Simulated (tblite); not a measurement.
A geometry optimisation, step by step.

Compound: C13H23O (charge +1).
SMILES with atom numbers: `[CH3:1][O:2][CH2:3][C+:4]([CH3:5])[C@@H:6]1[CH2:7][C@@:8]1([CH3:9])[CH:10]1[CH2:11][CH2:12][CH2:13][CH2:14]1` (hydrogens: H15, H16, H17 on C1; H18, H19 on C3; H20, H21, H22 on C5; H23 on C6; H24, H25 on C7; H26, H27, H28 on C9; H29 on C10; H30, H31 on C11; H32, H33 on C12; H34, H35 on C13; H36, H37 on C14)

Computed with GFN2-xTB (tblite), gas phase: L-BFGS steps from a force-field or distance-geometry start until the largest atomic force falls under 0.01 eV/Å. 5 of its 15 geometries are shown.

Step 0: E = -1175.1908 eV, largest atomic force 0.653 eV/Å
```
atom  x, y, z in Å  |  force x, y, z in eV/Å
C1      4.109    1.290   -0.752   -0.492   0.344   0.033
O2      2.947    0.475   -0.659    0.331  -0.106   0.492
C3      2.860   -0.190    0.583   -0.450   0.358  -0.310
C4      1.751   -1.170    0.683    0.035  -0.371   0.461
C5      1.893   -2.115    1.840    0.027   0.428  -0.427
C6      0.647   -1.314   -0.136    0.360   0.333   0.024
C7      0.465   -0.707   -1.534   -0.235  -0.178   0.024
C8     -0.350   -0.035   -0.526   -0.268  -0.324  -0.152
C9      0.045    1.307   -0.023   -0.219   0.359   0.103
C10    -1.804   -0.444   -0.381    0.285   0.099  -0.201
C11    -2.369   -0.344    1.046    0.131   0.098   0.279
C12    -3.734    0.331    0.901    0.089   0.144   0.127
C13    -3.524    1.306   -0.246    0.424  -0.137  -0.297
C14    -2.692    0.490   -1.254   -0.238   0.129   0.269
H15     4.079    1.724   -1.751    0.105  -0.066   0.045
H16     5.013    0.711   -0.606    0.206  -0.151  -0.053
H17     4.077    2.104   -0.010    0.002  -0.161  -0.116
H18     3.796   -0.710    0.813    0.171  -0.045  -0.004
H19     2.705    0.550    1.406    0.073  -0.134  -0.182
H20     0.936   -2.462    2.204   -0.183  -0.034   0.052
H21     2.444   -2.989    1.499    0.090  -0.148  -0.049
H22     2.463   -1.674    2.650    0.031   0.033   0.057
H23     0.046   -2.175    0.092   -0.203  -0.239  -0.011
H24    -0.015   -1.399   -2.224    0.114   0.198   0.113
H25     1.322   -0.184   -1.924    0.030  -0.020  -0.044
H26    -0.677    2.042   -0.402    0.205  -0.163   0.058
H27     1.034    1.585   -0.368    0.007   0.014  -0.014
H28     0.004    1.374    1.066    0.038  -0.018  -0.082
H29    -1.916   -1.463   -0.757    0.005  -0.016   0.022
H30    -2.445   -1.321    1.522   -0.015   0.017  -0.042
H31    -1.717    0.277    1.673   -0.162  -0.109  -0.120
H32    -4.045    0.834    1.817    0.015  -0.089  -0.045
H33    -4.489   -0.403    0.633   -0.073  -0.064  -0.017
H34    -4.452    1.642   -0.686   -0.223   0.083  -0.092
H35    -2.968    2.185    0.084   -0.028  -0.044   0.058
H36    -3.361   -0.127   -1.852   -0.005  -0.030  -0.004
H37    -2.118    1.108   -1.940    0.021   0.008   0.047
```

Step 4: E = -1175.2239 eV, largest atomic force 0.050 eV/Å
```
atom  x, y, z in Å  |  force x, y, z in eV/Å
C1      4.101    1.295   -0.749   -0.005   0.003  -0.001
O2      2.954    0.472   -0.648   -0.029   0.005  -0.040
C3      2.852   -0.186    0.580    0.007  -0.001  -0.006
C4      1.752   -1.174    0.693   -0.027  -0.021   0.003
C5      1.894   -2.110    1.834    0.010  -0.012   0.012
C6      0.653   -1.311   -0.132   -0.006   0.009  -0.004
C7      0.463   -0.710   -1.530    0.000  -0.011   0.019
C8     -0.356   -0.039   -0.529    0.000  -0.004   0.011
C9      0.040    1.310   -0.022   -0.006   0.010   0.005
C10    -1.799   -0.443   -0.384   -0.008  -0.002   0.003
C11    -2.365   -0.342    1.050   -0.005   0.010  -0.007
C12    -3.729    0.334    0.901   -0.011   0.008  -0.003
C13    -3.518    1.305   -0.255   -0.017  -0.003   0.032
C14    -2.697    0.491   -1.250    0.002  -0.014   0.008
H15     4.083    1.720   -1.750    0.005  -0.022   0.012
H16     5.015    0.711   -0.612    0.019   0.001  -0.023
H17     4.076    2.102   -0.010   -0.008   0.011   0.019
H18     3.797   -0.707    0.811    0.028  -0.006   0.008
H19     2.708    0.547    1.400    0.006   0.029   0.029
H20     0.933   -2.460    2.202   -0.010   0.016  -0.014
H21     2.446   -2.992    1.497    0.000   0.000   0.001
H22     2.464   -1.672    2.650    0.009   0.003   0.006
H23     0.042   -2.178    0.088   -0.013  -0.017  -0.024
H24    -0.011   -1.393   -2.221    0.008   0.007   0.003
H25     1.320   -0.187   -1.926    0.014   0.000  -0.007
H26    -0.672    2.040   -0.403    0.002   0.017  -0.011
H27     1.031    1.586   -0.368   -0.007  -0.002  -0.013
H28     0.006    1.373    1.064    0.005  -0.009   0.000
H29    -1.916   -1.463   -0.755   -0.003  -0.005   0.007
H30    -2.445   -1.321    1.520   -0.003   0.000  -0.019
H31    -1.721    0.276    1.672   -0.001   0.006   0.014
H32    -4.045    0.831    1.816    0.015  -0.015  -0.014
H33    -4.488   -0.402    0.633    0.017   0.004  -0.005
H34    -4.456    1.644   -0.689    0.000   0.012  -0.015
H35    -2.968    2.183    0.087    0.006  -0.004   0.005
H36    -3.361   -0.129   -1.850   -0.009  -0.019   0.003
H37    -2.119    1.108   -1.935    0.016   0.015   0.004
```

Step 7: E = -1175.2245 eV, largest atomic force 0.016 eV/Å
```
atom  x, y, z in Å  |  force x, y, z in eV/Å
C1      4.100    1.295   -0.748    0.000  -0.004  -0.003
O2      2.952    0.471   -0.649    0.006   0.000   0.011
C3      2.852   -0.186    0.580    0.000   0.005   0.004
C4      1.752   -1.175    0.694    0.008   0.005  -0.004
C5      1.895   -2.110    1.835   -0.002   0.005  -0.002
C6      0.652   -1.312   -0.131   -0.003  -0.003  -0.001
C7      0.464   -0.710   -1.528    0.000   0.009  -0.009
C8     -0.356   -0.039   -0.528    0.004   0.000   0.000
C9      0.039    1.311   -0.022    0.001   0.005  -0.003
C10    -1.800   -0.443   -0.384    0.001   0.002   0.002
C11    -2.365   -0.341    1.049   -0.001   0.001   0.004
C12    -3.729    0.334    0.901   -0.004  -0.005   0.003
C13    -3.519    1.306   -0.255    0.004   0.000  -0.006
C14    -2.697    0.491   -1.250   -0.002   0.004   0.000
H15     4.085    1.718   -1.749   -0.007   0.006  -0.005
H16     5.016    0.712   -0.615   -0.002   0.001   0.001
H17     4.075    2.102   -0.009   -0.005  -0.013  -0.002
H18     3.798   -0.706    0.811   -0.004   0.004  -0.003
H19     2.709    0.548    1.401    0.005   0.000  -0.004
H20     0.932   -2.458    2.201   -0.002   0.002   0.002
H21     2.446   -2.992    1.498   -0.002  -0.003   0.006
H22     2.465   -1.672    2.651    0.002  -0.006   0.003
H23     0.041   -2.180    0.085   -0.001  -0.007  -0.010
H24    -0.010   -1.392   -2.221   -0.001  -0.006   0.001
H25     1.320   -0.188   -1.926    0.010   0.002   0.008
H26    -0.671    2.042   -0.404   -0.002   0.005   0.001
H27     1.029    1.586   -0.369    0.003  -0.002  -0.010
H28     0.007    1.373    1.064   -0.001   0.002   0.000
H29    -1.916   -1.464   -0.754   -0.002  -0.001   0.006
H30    -2.446   -1.321    1.518   -0.004   0.000  -0.007
H31    -1.722    0.276    1.674   -0.003  -0.001   0.004
H32    -4.044    0.830    1.816   -0.001   0.003   0.011
H33    -4.487   -0.402    0.633   -0.004  -0.012  -0.010
H34    -4.456    1.645   -0.690    0.008   0.006  -0.002
H35    -2.967    2.182    0.088    0.001  -0.001   0.001
H36    -3.361   -0.130   -1.849    0.003  -0.001   0.005
H37    -2.118    1.109   -1.933   -0.002  -0.002   0.005
```

Step 10: E = -1175.2246 eV, largest atomic force 0.011 eV/Å
```
atom  x, y, z in Å  |  force x, y, z in eV/Å
C1      4.100    1.295   -0.748    0.000   0.000  -0.004
O2      2.952    0.471   -0.649    0.000  -0.004  -0.003
C3      2.852   -0.185    0.581   -0.001  -0.004   0.001
C4      1.752   -1.175    0.694   -0.005   0.001   0.003
C5      1.895   -2.110    1.835   -0.001  -0.001   0.000
C6      0.652   -1.312   -0.131    0.008   0.002  -0.004
C7      0.464   -0.709   -1.529    0.002  -0.004   0.005
C8     -0.356   -0.039   -0.528   -0.002   0.004  -0.005
C9      0.039    1.312   -0.022    0.002  -0.005  -0.003
C10    -1.800   -0.443   -0.384    0.002   0.002   0.002
C11    -2.366   -0.341    1.050   -0.001  -0.004  -0.002
C12    -3.730    0.334    0.901   -0.001   0.002  -0.004
C13    -3.519    1.306   -0.254    0.000   0.000   0.003
C14    -2.697    0.491   -1.249    0.005  -0.004   0.004
H15     4.084    1.718   -1.750   -0.006   0.004   0.000
H16     5.016    0.712   -0.615   -0.002  -0.002   0.000
H17     4.074    2.101   -0.008    0.001  -0.002   0.000
H18     3.798   -0.706    0.811   -0.005   0.002   0.000
H19     2.710    0.549    1.401    0.001   0.000  -0.002
H20     0.931   -2.457    2.200    0.002   0.003   0.002
H21     2.446   -2.993    1.498   -0.006   0.000   0.004
H22     2.466   -1.673    2.651   -0.003  -0.002  -0.002
H23     0.040   -2.181    0.083    0.009   0.005  -0.004
H24    -0.010   -1.392   -2.221    0.004   0.004   0.000
H25     1.321   -0.188   -1.925   -0.001  -0.001   0.005
H26    -0.671    2.043   -0.404    0.003  -0.003   0.003
H27     1.029    1.585   -0.371   -0.002   0.002  -0.002
H28     0.007    1.373    1.064    0.003   0.006  -0.007
H29    -1.917   -1.464   -0.753    0.000   0.004   0.005
H30    -2.446   -1.321    1.517   -0.002  -0.005   0.003
H31    -1.722    0.276    1.675   -0.004  -0.002   0.003
H32    -4.043    0.829    1.817   -0.007  -0.007  -0.005
H33    -4.487   -0.404    0.631    0.002   0.003   0.001
H34    -4.455    1.647   -0.691    0.002   0.004   0.000
H35    -2.967    2.182    0.089    0.003  -0.001   0.003
H36    -3.361   -0.131   -1.848    0.002   0.002   0.001
H37    -2.118    1.109   -1.933   -0.002  -0.001  -0.002
```

Step 14: E = -1175.2247 eV, largest atomic force 0.009 eV/Å
```
atom  x, y, z in Å  |  force x, y, z in eV/Å
C1      4.100    1.294   -0.749   -0.005   0.000   0.003
O2      2.952    0.470   -0.649   -0.001  -0.002  -0.001
C3      2.852   -0.185    0.581    0.002   0.003  -0.003
C4      1.752   -1.175    0.694    0.005  -0.001   0.000
C5      1.894   -2.110    1.835   -0.002   0.000   0.004
C6      0.653   -1.312   -0.132    0.000  -0.002   0.003
C7      0.465   -0.709   -1.528    0.001   0.003  -0.004
C8     -0.356   -0.038   -0.529    0.003  -0.004   0.007
C9      0.040    1.312   -0.023    0.001   0.005   0.000
C10    -1.799   -0.442   -0.383   -0.001  -0.002   0.000
C11    -2.366   -0.341    1.050    0.000   0.000   0.004
C12    -3.731    0.333    0.900    0.001  -0.004   0.001
C13    -3.518    1.306   -0.254    0.003   0.002  -0.001
C14    -2.697    0.491   -1.248   -0.003   0.005  -0.003
H15     4.082    1.719   -1.750   -0.001  -0.001   0.002
H16     5.016    0.712   -0.616   -0.002   0.000  -0.008
H17     4.073    2.099   -0.008    0.001   0.003   0.000
H18     3.798   -0.706    0.811    0.003  -0.005   0.003
H19     2.711    0.550    1.401   -0.003   0.002  -0.002
H20     0.930   -2.456    2.201   -0.007   0.000   0.004
H21     2.444   -2.993    1.500   -0.003  -0.004  -0.004
H22     2.466   -1.673    2.651    0.001   0.005   0.003
H23     0.042   -2.181    0.080    0.000  -0.005   0.006
H24    -0.009   -1.392   -2.221    0.002   0.000  -0.005
H25     1.323   -0.188   -1.924    0.000   0.005  -0.005
H26    -0.671    2.043   -0.403   -0.004   0.001  -0.005
H27     1.029    1.586   -0.373    0.004   0.003  -0.003
H28     0.008    1.374    1.063    0.005  -0.001   0.003
H29    -1.917   -1.464   -0.751    0.003  -0.005  -0.004
H30    -2.447   -1.322    1.516    0.000   0.001   0.003
H31    -1.724    0.276    1.676    0.000  -0.002   0.003
H32    -4.045    0.828    1.817   -0.006  -0.001  -0.001
H33    -4.486   -0.404    0.630   -0.004   0.000  -0.004
H34    -4.454    1.649   -0.692    0.001   0.000   0.003
H35    -2.966    2.181    0.090    0.004   0.000   0.004
H36    -3.361   -0.131   -1.847   -0.002  -0.001   0.000
H37    -2.118    1.109   -1.932    0.003   0.000  -0.003
```

**Question.** Summarise the path.

**Answer.** The energy falls by 0.78 kcal/mol from step 0 to step 14; nine tenths of that is first reached at step 2. It falls at every step. The largest force goes from 0.653 to 0.009 eV/Å. Among the bonds C4–C5 changes most, from 1.500 to 1.482 Å; the atoms move by 0.008 Å rms after alignment.

The cost below is that of the whole relaxation. On 2 threads of an Intel Xeon 6975P-C, no GPU, shared host, this took 0.21 s wall, 0.41 s CPU.
